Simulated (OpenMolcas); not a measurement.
C2H5AlF (SMILES [CH2][Al]([CH3])[F]): the dipole moment, rung by rung

C2H5AlF: 9 atoms, total charge 0, spin state doublet. As SMILES, `[CH2][Al]([CH3])[F]`. The coordinates come from a PBE0-D4/def2-TZVP relaxation. This is one conformer, not always the lowest.

```xyz
9

C    -0.6864    1.5875   -0.8200
Al   -0.1128   -0.2287   -0.5965
C     0.6071   -1.0023    1.0293
F    -0.2532   -1.2094   -1.9247
H    -1.0868    1.9892   -1.7488
H    -0.6490    2.3368   -0.0310
H    -0.0093   -1.8398    1.3706
H     1.6112   -1.4034    0.8601
H     0.6679   -0.2763    1.8437
```

Each level gives the dipole moment (D). The values are calculated.

| level | kind | program | value (D) | CPU time |
| --- | --- | --- | --- | --- |
| UHF/def2-SVP | Hartree–Fock | OpenMolcas | 2.04 | 11 s |
| USVWN5/def2-SVP | LDA | OpenMolcas | 1.92 | 37 s |
| U-revPBE/def2-SVP | GGA | OpenMolcas | 1.79 | 57 s |
| U-r2SCAN/def2-SVP | meta-GGA | OpenMolcas | 1.86 | 63 s |
| UM06-L/def2-SVP | meta-GGA | OpenMolcas | 1.86 | 66 s |
| UTPSS/def2-SVP | meta-GGA | OpenMolcas | 1.77 | 68 s |
| UB3LYP/def2-SVP | global hybrid | OpenMolcas | 1.89 | 60 s |
| UM06-2X/def2-SVP | hybrid meta-GGA | OpenMolcas | 1.98 | 59 s |

The values span 1.77 to 2.04 D. Magnitudes only. Times are those of the runs behind each value, whatever else they computed, on shared processors of several kinds: orders of magnitude only.
